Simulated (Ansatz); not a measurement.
Start from `COB(C)F` and change one atom or group to get `COBF`.

Ansatz, PBE0-D4/def2-TZVP geometries, multiplicity 1. Each molecule was computed in one conformer, which needn't be the lowest.

| property | `COB(C)F` |
| --- | --- |
| size of the dipole moment (ωB97M-V/def2-TZVPP) / D | 2.77 |
| HOMO energy (PBE/def2-TZVPP) / eV | -7.44 |
| LUMO energy (PBE/def2-TZVPP) / eV | -0.05 |
| HOMO energy (PBE0/def2-TZVPP) / eV | -9.01 |
| HOMO energy (ωB97M-V/def2-TZVPP) / eV | -11.42 |
| LUMO energy (PBE0/def2-TZVPP) / eV | 0.83 |

Question: Give the same properties after the change, and the shifts. (Best estimate.)

Answer: The calculation gave: 
```tsv
property	`COBF`	shift
size of the dipole moment (ωB97M-V/def2-TZVPP) / D	2.54	-0.23
HOMO energy (PBE/def2-TZVPP) / eV	-7.75	-0.31
LUMO energy (PBE/def2-TZVPP) / eV	-0.61	-0.56
HOMO energy (PBE0/def2-TZVPP) / eV	-9.31	-0.30
HOMO energy (ωB97M-V/def2-TZVPP) / eV	-11.71	-0.29
LUMO energy (PBE0/def2-TZVPP) / eV	0.38	-0.45
```

With PBE0 the HOMO falls by 0.30 eV and the LUMO falls by 0.45 eV, so the gap narrows by about 0.15 eV. PBE moves the HOMO by -0.31 eV and ωB97M-V by -0.29 eV. Dipoles are sizes alone; their direction can turn.
